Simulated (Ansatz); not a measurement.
Molecule: sum formula BeHSBr (charge 0, singlet). SMILES: [Br][Be][SH]
Geometry from a B3LYP-D3(BJ)/def2-TZVP (Ansatz, a first-principles code) optimisation:
```
Be
S 1 1.8997
H 2 1.3469 1 92.21
Br 1 1.9613 3 146.44 2 -180.00
```
Charge 0, spin multiplicity 1.

Quantity: vertical triplet-singlet gap (E(triplet) - E(singlet); each state is the SCF solution reached for its spin), in kcal/mol. Valence correlation only, unless marked. Open shells are spin-unrestricted. Spin-orbit coupling is left out. The frozen core is the preceding noble-gas configuration, with the filled d and f shells of earlier blocks. Non-relativistic. CBS marks a two-point X^-3 extrapolation of the correlation energy; Hartree-Fock from the larger set. The bracket is a focal-point correction in the basis named.

```json
[
 {"level": "SVWN5/def2-TZVPD", "program": "Ansatz", "vertical triplet-singlet gap (kcal/mol)": "…"},
 {"level": "PBE0/def2-TZVPD", "program": "Ansatz", "vertical triplet-singlet gap (kcal/mol)": "119.6"},
 {"level": "SCS-MP2/def2-SVPD", "program": "Ansatz", "vertical triplet-singlet gap (kcal/mol)": "133.4"},
 {"level": "SCS-MP2/def2-TZVPPD", "program": "Ansatz", "vertical triplet-singlet gap (kcal/mol)": "131.6"},
 {"level": "CCSD/def2-TZVPPD", "program": "Ansatz", "vertical triplet-singlet gap (kcal/mol)": "…"},
 {"level": "RI-MP2/CBS(def2-TZVPPD,def2-QZVPPD)+[CCSD(T)-MP2]/def2-TZVPPD", "program": "Ansatz", "vertical triplet-singlet gap (kcal/mol)": "128.6"}
]
```

Problem. What belongs in the gaps?

Solution. 
- SVWN5/def2-TZVPD, vertical triplet-singlet gap (kcal/mol): 118.2
- CCSD/def2-TZVPPD, vertical triplet-singlet gap (kcal/mol): 127.0
